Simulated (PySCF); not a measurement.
CH₂NO, multiplicity 2. Atoms are numbered in the order given.

```xyz
5

N      0.1132    -1.1097     0.0000
C     -0.4584     0.0485     0.0000
O      0.2964     1.0556     0.0000
H      1.1329    -1.1147     0.0000
H     -1.5458     0.1471     0.0000
```
Charge 0, spin multiplicity 2.

Geometry optimised at PBE0-D3(BJ)/def2-TZVP. A frequency run showed that this geometry is not a minimum. The isomer is the one that the SMILES or the coordinates give; other isomers of the formula were not compared. Other conformers were not sampled.

Method: TDA-CAM-B3LYP/def2-SVPD run with PySCF.

Vertical excitations. Gas-phase values at a fixed geometry.

Computed lowest excited states:
```json
[
 {"state": "root 1", "energy (eV)": "0.20", "λ (nm)": "6263", "f": "0.000", "main pairs": "β HOMO→LUMO 97 %"},
 {"state": "root 2", "energy (eV)": "1.87", "λ (nm)": "662", "f": "0.001", "main pairs": "β HOMO−1→LUMO 94 %"},
 {"state": "root 3", "energy (eV)": "4.70", "λ (nm)": "264", "f": "0.047", "main pairs": "α HOMO−1→LUMO 18 %, β HOMO−2→LUMO 79 %"},
 {"state": "root 4", "energy (eV)": "5.37", "λ (nm)": "231", "f": "0.000", "main pairs": "α HOMO→LUMO 39 %, β HOMO−3→LUMO 35 %, β HOMO→LUMO+1 20 %"},
 {"state": "root 5", "energy (eV)": "5.73", "λ (nm)": "216", "f": "0.000", "main pairs": "α HOMO→LUMO 57 %, β HOMO−3→LUMO 32 %, β HOMO→LUMO+1 6 %"},
 {"state": "root 6", "energy (eV)": "6.31", "λ (nm)": "196", "f": "0.003", "main pairs": "β HOMO→LUMO+1 52 %, β HOMO−3→LUMO 19 %, β HOMO−4→LUMO 17 %"},
 {"state": "root 7", "energy (eV)": "7.04", "λ (nm)": "176", "f": "0.001", "main pairs": "α HOMO−2→LUMO 81 %, β HOMO−1→LUMO+1 7 %, β HOMO−3→LUMO 6 %"},
 {"state": "root 8", "energy (eV)": "7.15", "λ (nm)": "173", "f": "0.000", "main pairs": "α HOMO−2→LUMO 6 %, β HOMO−4→LUMO 74 %, β HOMO→LUMO+1 15 %"},
 {"state": "root 9", "energy (eV)": "7.71", "λ (nm)": "161", "f": "0.003", "main pairs": "α HOMO−1→LUMO 5 %, β HOMO→LUMO+3 51 %, β HOMO→LUMO+2 31 %"},
 {"state": "root 10", "energy (eV)": "7.87", "λ (nm)": "158", "f": "0.004", "main pairs": "α HOMO−2→LUMO 9 %, β HOMO−1→LUMO+1 84 %"}
]
```
Unrestricted roots are not spin-pure.
